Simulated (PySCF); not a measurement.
CH4Cl3NSi (SMILES CN[Si](Cl)(Cl)Cl), singlet, at a GFN2-xTB geometry. Base run: PySCF with PBE0/6-31G, polarisability.

Here is a job for PySCF.
```python
from pyscf import gto, scf, dft
from pyscf.prop import polarizability

mol = gto.Mole()
mol.atom = '''
    C     2.70506864   -0.21017581   -0.25749965
    N     1.40614668   -0.08060428   -0.89104264
    Si   -0.09830331    0.02247142   -0.08435290
    Cl   -1.50077562   -0.10411335   -1.52363654
    Cl   -0.20247406   -1.51591814    1.20974602
    Cl   -0.37298402    1.73718519    0.96503879
    H     2.59010645   -0.73153881    0.68915831
    H     3.36723295   -0.79140825   -0.89882120
    H     3.16274793    0.76385348   -0.06544041
    H     1.47869360    0.27816572   -1.83118071
'''
mol.basis = '6-31g'
mol.verbose = 4
mol.build()

mf = dft.RKS(mol)
mf.xc = 'pbe0'
mf.kernel()
alpha = mf.Polarizability().polarizability()[2, 2]
print('alpha_zz =', alpha)
```

The base run was repeated with changes; each row names its change, and settings that it needs were set with it.

```tsv
change	alpha_zz (bohr³)	basis functions	core-seconds (rough)
base	59.30	78	20
functional = hf	54.97	78	3
basis = cc-pVDZ	63.22	120	50
finite field (a.u.) = 2e-4; conv_tol = 1e-6	62.68	78	10
finite field (a.u.) = 0.005; conv_tol = 1e-11	59.30	78	30
functional = pbe	61.54	78	20
finite field (a.u.) = 0.05; conv_tol = 1e-11	60.12	78	30
finite field (a.u.) = 0.001; conv_tol = 1e-6	59.40	78	20
finite field (a.u.) = 0.001; conv_tol = 1e-11	59.30	78	20
basis = 6-31G*	61.72	108	40
finite field (a.u.) = 2e-4; conv_tol = 1e-11	59.30	78	30
functional = camb3lyp	58.31	78	80
```

Finite-field rows take the second difference of the energy in a field along z; a small field with loose convergence shows SCF noise divided by the square of the field, and a large one adds hyperpolarisability.
